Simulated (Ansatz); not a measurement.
The same atomization along the group O, S, Se.

Gas-phase electronic energies from Ansatz, PBE0-D4/def2-TZVP geometries. CCSD(T)/CBS is the MP2 limit (def2-TZVPP, def2-QZVPP) plus CCSD(T) − MP2 in def2-TZVPP, frozen cores. This one scheme is used for every species, atoms too. For atomizations the MP2-based limit and the directly extrapolated one differ by several kJ/mol either way, and by 10 to 25 for some Ge, Se and Sn compounds, so smaller differences from it don't rank the levels. Functionals use def2-TZVPP. Open shells (•) are unrestricted, without spin–orbit coupling. Spin–orbit coupling would lower the free atoms: a little for F, O, S; clearly for Ge, Se. Bonds to Ge, Se are less sure, by a few kJ/mol each and by 10 to 20 or more in all where they break to atoms, as the def2 sets lack core-valence functions. Scalar relativity is left out up to krypton. Each species was taken in one conformer, which may not be the lowest.

| reaction | B2PLYP (eV) | CCSD(T)/CBS(def2) (eV) |
| --- | --- | --- |
| `[OH][Ge]([F])[F]`• → 2 F• + Ge• + H• + O• | 17.90 | 18.12 |
| `[F][Ge]([F])[SH]`• → 2 F• + Ge• + H• + S• | 15.97 | 16.19 |
| `[F][Ge]([F])[SeH]`• → 2 F• + Ge• + H• + Se• | 15.35 | 15.59 |

Largest T1 diagnostic: 0.015, for `[F][Ge]([F])[SH]`•.
